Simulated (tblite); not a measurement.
Species: C₅H₁₀GeSi.
SMILES with atom numbers: `[CH:1]#[C:2]/[CH:3]=[CH:4]/[GeH2:5][CH2:6][SiH3:7]` (hydrogens: H8 on C1; H9 on C3; H10 on C4; H11, H12 on Ge5; H13, H14 on C6; H15, H16, H17 on Si7)

Structure used (GFN2-xTB), in Å, numbered top down from 1:
```xyz
17
C5H10GeSi angstrom
C      4.1161    1.2708    0.8687
C      3.2287    0.5169    0.5715
C      2.1858   -0.3673    0.2317
C      1.0515    0.0141   -0.3594
Ge    -0.4004   -1.2056   -0.7818
C     -2.0229   -0.8058    0.2703
Si    -2.6479    0.9699    0.0256
H      4.8916    1.9275    1.1300
H      2.3530   -1.4091    0.4843
H      0.9189    1.0630   -0.5970
H      0.0690   -2.6206   -0.5215
H     -0.7112   -1.1227   -2.2551
H     -2.8026   -1.5143   -0.0069
H     -1.8032   -0.9751    1.3245
H     -1.6679    1.9150    0.5680
H     -2.8458    1.2322   -1.4023
H     -3.9195    1.1231    0.7384
```

All values are computed: GFN2-xTB (tblite) harmonic vibrations without scaling, gas phase. This tight-binding method is rough: wavenumbers can miss measured ones by several per cent, in bad cases by 10 to 20. Modes of hydrogen on germanium and silicon can be 10 to 20 % off. One conformer, not necessarily the lowest.

Harmonic wavenumbers (cm⁻¹): 29.4, 52.2, 80.2, 113.6, 126.5, 136.8, 188.0, 223.5, 359.6, 390.3, 421.9, 479.9, 493.8, 581.0, 606.1, 634.5, 641.6, 670.4, 726.7, 728.2, 742.4, 765.9, 782.8, 788.7, 798.5, 840.5, 991.8, 999.3, 1025.7, 1098.9, 1171.1, 1273.9, 1435.8, 1617.2, 1892.7, 1967.1, 2240.6, 2243.9, 2244.3, 2245.2, 2965.1, 2975.1, 3009.6, 3024.4, 3391.9.

A = 2308, B = 660.0, C = 537.8 MHz; mass 171.976 u (most abundant isotopes); point group C1, symmetry number 1.

Q: Zero-point energy?

A: Half the sum of the wavenumbers: 25108 cm⁻¹ = 71.79 kcal/mol.

Q: Entropy at 400 K, 1 bar (ideal gas, RRHO, classical rotation)?

A: Translation 42.82, rotation 31.23, vibration 48.01: S = 122.1 cal/(mol K).

Q: And Cp and H(400 K) − H(0)?

A: Cp = 51.69 cal/(mol K), of which vibrations give 43.74 (their classical limit is 45 R = 89.4); H(400 K) − H(0) = 12.65 kcal/mol without the zero-point energy, 9.47 from vibrations.

Q: What must be added to the electronic energy to get the Gibbs energy at 400 K and 1 bar?

A: ZPE + [H(400 K) − H(0)] − T·S = 71.79 + 12.65 − 48.82 = 35.62 kcal/mol.

Q: Blend soft modes into free rotors: weight 1/[1 + (100 cm⁻¹/ν̃)⁴] for the oscillator and the rest for a rotor with moment μB/(μ + B), μ = h/(8π²ν), B = 10⁻⁴⁴ kg m². What vibrational entropy results?

A: 43.13 cal/(mol K) in place of 48.01, which changes −T·S at 400 K by +1.95 kcal/mol.

Q: How do the functions run with temperature in this model?

A: 
```json
{"T (K)": "150", "S (cal/(mol K))": "85.0", "Cp (cal/(mol K))": "26.4", "H − H(0) (kcal/mol)": "2.67", "G − H(0) (kcal/mol)": "-10.07", "ln q(vib)": "4.45"}
{"T (K)": "250", "S (cal/(mol K))": "101.1", "Cp (cal/(mol K))": "37.7", "H − H(0) (kcal/mol)": "5.88", "G − H(0) (kcal/mol)": "-19.39", "ln q(vib)": "7.66"}
{"T (K)": "298.15", "S (cal/(mol K))": "108.2", "Cp (cal/(mol K))": "42.8", "H − H(0) (kcal/mol)": "7.82", "G − H(0) (kcal/mol)": "-24.43", "ln q(vib)": "9.15"}
{"T (K)": "600", "S (cal/(mol K))": "145.5", "Cp (cal/(mol K))": "63.8", "H − H(0) (kcal/mol)": "24.29", "G − H(0) (kcal/mol)": "-63.00", "ln q(vib)": "17.96"}
{"T (K)": "900", "S (cal/(mol K))": "173.7", "Cp (cal/(mol K))": "75.0", "H − H(0) (kcal/mol)": "45.24", "G − H(0) (kcal/mol)": "-111.04", "ln q(vib)": "25.58"}
```

q(vib) and H(0) count from the zero-point level.

Q: Which modes carry the vibrational entropy at 400 K?

A: 29.4 cm⁻¹: 6.45; 52.2 cm⁻¹: 5.31; 80.2 cm⁻¹: 4.46; 113.6 cm⁻¹: 3.78; 126.5 cm⁻¹: 3.57; 136.8 cm⁻¹: 3.42 cal/(mol K); the other 39 give 21.02 together.

Hindered rotation and anharmonicity are outside this model. Other conformers, if any are populated, would add a mixing term that is left out. The structure is chiral; the term R ln 2 for an equal mix with its mirror image is left out.

The run took 1.1 s on one thread of an Arm Neoverse N1, on a shared host. The figure is for the frequency step alone.
